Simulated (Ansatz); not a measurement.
The cluster Rb₄Br₃. Total charge 0; doublet. Geometry PBE-D4/def2-SVP, basis def2-TZVP, Ansatz.

```xyz
7

Rb    1.1748    0.5473    1.9530
Rb    2.9965    0.1937   -4.2537
Rb   -3.3446   -0.7709    2.3828
Rb   -0.7469   -0.2355   -1.4708
Br   -0.6673   -2.2249    1.3490
Br    2.4483    0.7122   -1.0554
Br   -1.8609    1.7782    1.0949
```

| run | HOMO (eV) | LUMO (eV) |
| --- | --- | --- |
| A | -2.01 | -1.77 |
| B | -2.48 | -1.01 |
| C | -1.88 | -1.20 |
| D | -2.26 | -1.30 |

In the def2 sets Rb takes a core potential; there is no spin–orbit coupling. Another isomer (doublet) lies 0.47 eV lower at PBE0-D4/def2-TZVP; other spin states weren't run for this one.

HOMO and LUMO are taken over both spins.

Question: The runs used BHLYP, PBE, PBE0, r2SCAN. Estimate which is which.

Answer: A PBE (0 % exact exchange); B BHLYP (50 % exact exchange); C r2SCAN (0 % exact exchange); D PBE0 (25 % exact exchange). Exact exchange lowers occupied and raises empty levels; among semilocal functionals meta-GGAs tend to open the gap a little, and such runs are hard to tell apart. The gap grows from 0.25 eV (PBE) to 1.47 eV (BHLYP).
